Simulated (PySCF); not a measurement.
Calculated NMR data

- J couplings at B3LYP/pcJ-1
- shielding tensors at PBE0/pcSseg-1 (GIAO)
- geometry: GFN2-xTB
- program: PySCF 2.14
- single conformer, non-relativistic Hamiltonian, rapidly exchanging positions averaged, in vacuum

References, each an isolated molecule treated in the same way: ¹H, ¹³C against TMS. Multiplet labels drop J under 1 Hz and among equivalent protons, and merge close values. Unscaled 3J(H,H) run several per cent high. Where no couplings were computed, multiplicities follow the n + 1 count of equivalent neighbours, and m marks all less simple cases (inequivalent or close neighbours, rings, F or P nearby). One-bond C–F couplings are unscaled and too large by tens of Hz. Shifts are as computed. Against solution values, carbons near 30 ppm lie about +3 ppm off and those near 130 ppm about +5 ppm. Of 1211 compounds with measured shifts, 218 miss one by over three times the rms of a fit or turn the order of signals round; such compounds aren't used in these exercises.

**1.** trifluoromethoxymethane, C₂H₃F₃O. ¹H NMR (600 MHz, computed): δ 3.98 (s, 3H). ¹³C{¹H} NMR (computed): δ 131.5 (q, J = 326.4 Hz), 56.1 (q, J = 3.2 Hz).

**2.** SMILES CN(C)[SiH2]C(C)(C)C, C₆H₁₇NSi. ¹H NMR (600 MHz, computed): δ 4.42 (s, 2H), 2.61 (s, 6H), 1.06 (s, 9H). ¹³C{¹H} NMR (computed): δ 42.0 (CH3), 29.3 (CH3), 20.2 (C).
